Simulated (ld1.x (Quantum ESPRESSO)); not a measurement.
**Configuration tests for Ag (Z = 47) (PAW)**

ld1.x (Quantum ESPRESSO) 7.5 input, shortened:

```
&input
   title='Ag', zed=47., rel=1, dft='PZ', iswitch=3,
   config='[Kr] 4d10 5s0.5 5p0.5'
 /
 &inputp
   pseudotype=3, lpaw=.true., tm=.true., lloc=-2, rcloc=1.65,
   nlcc=.true., new_core_ps=.true.,
   which_augfun='BESSEL', rmatch_augfun=1.15
 /
6
4S  1  0   2.00   0.00  1.30  1.35  0.0
5S  2  0   0.50   0.00  1.30  1.35  0.0
4P  2  1   6.00   0.00  1.35  1.70  0.0
5P  3  1   0.50   0.00  1.35  1.70  0.0
4D  3  2  10.00   0.00  1.05  1.25  0.0
4D  3  2   0.00  -0.15  1.05  1.25  0.0
 &test
   configts(1)='4s2 4p6 4d10 5s0.5 5p0.5'
 /
```

Energies are relative to the spin-unpolarised reference configuration 4s2 4p6 4d10 5s0.5 5p0.5; without spin polarisation the order of configurations can differ from experiment. Spin-polarised rows fill each open shell by Hund’s rule, majority spin first. The frozen-core shift is the all-electron ΔE with the core orbitals held at their reference shape minus the fully relaxed ΔE.

| valence configuration | charge | ΔE all-electron (eV) | error AE − PS (meV) | frozen-core shift (meV) |
| --- | --- | --- | --- | --- |
| 4s2 4p6 4d10 5s1 5p0 | 0 | -1.966 | +0.4 | -0.4 |
| 4s2 4p6 4d10 5s0 5p0 | +1 | 6.136 | -1.1 | +1.5 |
| 4s2 4p6 4d9 5s0 5p0 | +2 | 28.519 | -2.7 | -0.1 |
| 4s2 4p5 4d10 5s1 5p0 | +1 | 63.385 | -35 | +30 |
| 4s2 4p6 4d7 5s0 5p0 | +4 | 116.880 | -12 | +2.5 |
| 4s2 4p6 4d9 5s1 5p0 | +1 | 11.412 | -0.1 | -2.7 |
| 4s2 4p6 4d9 5s1 5p1 | 0 | 6.605 | +1.1 | -3.8 |
| 4s2 4p6 4d10 5s0.5 5p0.5 (spin-polarised) | 0 | -0.123 | 0.0 | 0.0 |
| 4s2 4p6 4d10 5s1 5p0 (spin-polarised) | 0 | -2.115 | +0.4 | -0.4 |

Levels in the configuration 4s2 4p6 4d10 5s1 5p0 (spin-polarised):

```tsv
level	all-electron (eV)	pseudo (eV)
4s up	-95.042	-95.044
4p up	-58.639	-58.640
4d up	-7.709	-7.708
5s up	-4.970	-4.970
4s down	-95.032	-95.034
4p down	-58.614	-58.615
4d down	-7.534	-7.534
```

A variational frozen-core shift is positive and of second order in the change. This column holds negative values, so the frozen-core run of ld1.x carries numerical noise or an error of first order here, and the column gives no more than the rough size of the effect.
